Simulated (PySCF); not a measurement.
**Radial density of As+ (arsenic, charge +1)**

PBEsol, [Ar] 3d10 4s2 4p2, high-spin 3P determinant. All numbers are calculated (PySCF 2.14, scalar relativity through the core potential, in aug-cc-pwCVTZ-PP with ECP10MDF (8s7p6d4f1g, 96 functions)). This is the valence pseudo-density: the core potential removes the inner electrons and smooths the orbitals near the nucleus.

```json
{"r (bohr)": "0.000991", "4πr²ρ (e/bohr)": "3.023e-05", "4πr²(ρα − ρβ)": "0.0000"}
{"r (bohr)": "0.00167", "4πr²ρ (e/bohr)": "8.494e-05", "4πr²(ρα − ρβ)": "0.0000"}
{"r (bohr)": "0.00280", "4πr²ρ (e/bohr)": "0.0002358", "4πr²(ρα − ρβ)": "0.0000"}
{"r (bohr)": "0.00471", "4πr²ρ (e/bohr)": "0.0006339", "4πr²(ρα − ρβ)": "0.0000"}
{"r (bohr)": "0.00793", "4πr²ρ (e/bohr)": "0.001583", "4πr²(ρα − ρβ)": "0.0000"}
{"r (bohr)": "0.0133", "4πr²ρ (e/bohr)": "0.003512", "4πr²(ρα − ρβ)": "0.0000"}
{"r (bohr)": "0.0224", "4πr²ρ (e/bohr)": "0.007088", "4πr²(ρα − ρβ)": "0.0000"}
{"r (bohr)": "0.0377", "4πr²ρ (e/bohr)": "0.01460", "4πr²(ρα − ρβ)": "0.0000"}
{"r (bohr)": "0.0635", "4πr²ρ (e/bohr)": "0.06652", "4πr²(ρα − ρβ)": "0.0000"}
{"r (bohr)": "0.107", "4πr²ρ (e/bohr)": "0.5689", "4πr²(ρα − ρβ)": "-0.0002"}
{"r (bohr)": "0.180", "4πr²ρ (e/bohr)": "3.852", "4πr²(ρα − ρβ)": "0.0032"}
{"r (bohr)": "0.302", "4πr²ρ (e/bohr)": "16.48", "4πr²(ρα − ρβ)": "0.0749"}
{"r (bohr)": "0.508", "4πr²ρ (e/bohr)": "30.55", "4πr²(ρα − ρβ)": "0.1346"}
{"r (bohr)": "0.855", "4πr²ρ (e/bohr)": "13.52", "4πr²(ρα − ρβ)": "0.0116"}
{"r (bohr)": "1.44", "4πr²ρ (e/bohr)": "3.522", "4πr²(ρα − ρβ)": "0.7790"}
{"r (bohr)": "2.42", "4πr²ρ (e/bohr)": "1.555", "4πr²(ρα − ρβ)": "0.8648"}
{"r (bohr)": "4.07", "4πr²ρ (e/bohr)": "0.1592", "4πr²(ρα − ρβ)": "0.1265"}
{"r (bohr)": "6.84", "4πr²ρ (e/bohr)": "0.002016", "4πr²(ρα − ρβ)": "0.0019"}
```

Energies and moments cover only the electrons outside the core potential.
